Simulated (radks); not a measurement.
Q: Species: Xe4+. Configuration: [Kr] 4d10 5s2 5p2. Calculated with a radial shooting solver on a logarithmic mesh with Libxc functionals: Dirac Kohn-Sham, LDA (Slater exchange, VWN5 correlation), spin-unpolarised, spherical densities, finite nucleus; open shells fill j = l - 1/2 first; Fermi nuclear charge, rms radius 4.7859 fm. Some entries of the table are withheld. Estimate them.

| orbital | occ. | eigenvalue (eV) | <r> (bohr) | r(max) (bohr) |
|---|---|---|---|---|
| 1s1/2 | 2 | -34354.40 | 0.02668 | 0.01717 |
| 2s1/2 | 2 | -5385.767 | 0.1143 | 0.09720 |
| 2p1/2 | 2 | -5065.652 | 0.09624 | 0.07439 |
| 2p3/2 | 4 | -4741.440 | 0.1020 | 0.07928 |
| 3s1/2 | 2 | -1138.577 | 0.3065 | 0.2795 |
| 3p1/2 | 2 | -1005.201 | 0.2965 | 0.2658 |
| 3p3/2 | 4 | -943.6395 | 0.3082 | 0.2767 |
| 3d3/2 | 4 | -707.9325 | 0.2789 | (1) |
| 3d5/2 | 6 | -694.9054 | 0.2825 | (2) |
| 4s1/2 | 2 | -243.3067 | 0.7162 | 0.6609 |
| 4p1/2 | 2 | -195.9994 | 0.7447 | (3) |
| 4p3/2 | 4 | -183.5659 | 0.7727 | (4) |
| 4d3/2 | 4 | -106.7888 | 0.8647 | 0.7422 |
| 4d5/2 | 6 | -104.7671 | 0.8752 | 0.7507 |
| 5s1/2 | 2 | -61.8621 | 1.708 | 1.562 |
| 5p1/2 | 2 | -49.2445 | 1.894 | 1.715 |
| 5p3/2 | 0 | -47.3321 | 1.956 | 1.776 |

A: 
(1) 3d3/2 r(max) (bohr): 0.2239
(2) 3d5/2 r(max) (bohr): 0.2270
(3) 4p1/2 r(max) (bohr): 0.6762
(4) 4p3/2 r(max) (bohr): 0.7008
